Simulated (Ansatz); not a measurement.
A run for Ansatz (a first-principles code): U-BLYP/def2-TZVPP on C3H9O2Si (SMILES CCO[SiH](C)[O]).

Ansatz 0.2 input:
```yaml
crystal:
  periodic: [false, false, false]
  atoms:
    - {symbol: C, position_ang: [2.56916096, 0.14974613, 0.11100110]}
    - {symbol: C, position_ang: [1.12795141, 0.05691991, -0.35235000]}
    - {symbol: O, position_ang: [0.28157828, -0.13419922, 0.77244141]}
    - {symbol: Si, position_ang: [-1.29659706, -0.63870557, 0.70531889]}
    - {symbol: C, position_ang: [-2.36683972, 0.48939720, -0.35772254]}
    - {symbol: O, position_ang: [-1.49897720, -2.12380732, -0.04496119]}
    - {symbol: H, position_ang: [2.86904223, -0.77884468, 0.62045479]}
    - {symbol: H, position_ang: [3.24269239, 0.31426233, -0.74501987]}
    - {symbol: H, position_ang: [2.69178277, 0.98357986, 0.81931710]}
    - {symbol: H, position_ang: [1.00845459, -0.78003542, -1.06540529]}
    - {symbol: H, position_ang: [0.83758622, 0.98293366, -0.88514559]}
    - {symbol: H, position_ang: [-1.73538018, -0.70355087, 2.12086068]}
    - {symbol: H, position_ang: [-3.42899958, 0.21263897, -0.28690906]}
    - {symbol: H, position_ang: [-2.06143789, 0.44551962, -1.41404001]}
    - {symbol: H, position_ang: [-2.24001724, 1.52404539, 0.00205957]}
basis:
  gaussian:
    orbitals: def2-TZVPP
hamiltonian:
  xc: {name: BLYP}
magnetization: {spin_polarized: true, initial_magnetization: 1}
```

Output:

```
WARN ansatz: RAYON_NUM_THREADS=8 ignored (pool sized by the plan → 8); use --threads N
Functional definition: BLYP
integrals: 0.32 GiB planned
1661 factors; their error is unknown
mean field: 2.62 GiB planned
mean field evaluation 1: about -15207.6251 eV, gradient 7.5e1 eV
mean field evaluation 2: about -15144.2999 eV, gradient 1.4e2 eV
mean field evaluation 4: about -15229.5751 eV, gradient 1.7e1 eV
mean field evaluation 8: about -15230.8032 eV, gradient 5.9e-1 eV
mean field evaluation 16: about -15230.7527 eV, gradient 1.4e-2 eV
mean field evaluation 32: about -15230.7527 eV, gradient 7.2e-6 eV
mean field -15230.75271777 eV, -559.7198386031 hartree, gradient 7.2e-6 eV, S^2 0.753049; 5 other end points of the search recorded, 0 dependent functions left out
reference -15230.75316970 eV, -559.7198552113 hartree; 29, 28 occupied and 294, 295 virtual orbitals, 1661 factors
Total energy: -15230.75316970 eV, -559.7198552113 hartree
```

Self-consistency was reached.

Cost: very roughly 50 core-seconds.
